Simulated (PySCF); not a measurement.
**Worked example: dipole moment from atomic charges**

SiHCl, SMILES [SiH]Cl (connectivity only; charge and spin as stated), neutral, multiplicity 1. Atoms are numbered in the order given.

```xyz
3

Si     0.1114     1.1050     0.0000
H     -1.4186     1.3137     0.0000
Cl    -0.0083    -0.9873     0.0000
```
Charge 0, spin multiplicity 1.

Geometry optimised at PBE-D3(BJ)/def2-TZVP. The isomer is the one that the SMILES or the coordinates give; other isomers of the formula were not compared.

Charges (e) from r2SCAN/def2-TZVPD (PySCF):

```csv
atom,IAO,ESP fit
Si1,0.398,0.108
H2,-0.131,-0.011
Cl3,-0.266,-0.096
```

The dipole moment of the full density is 0.95 D.

Q: What dipole moment does each set of point charges give, and which comes closer to that of the density?

A: 
μ = Σ q r, and 1 e Å = 4.8032 D.
IAO: Σ q r = (0.232, 0.530, 0.000) e Å, |μ| = 2.78 D.
ESP fit: Σ q r = (0.028, 0.200, 0.000) e Å, |μ| = 0.97 D.
ESP fit comes closer in size. Point charges leave out the atoms' own dipoles (lone pairs, polarised bonds); fits to the potential absorb them, partitions of the density don't.
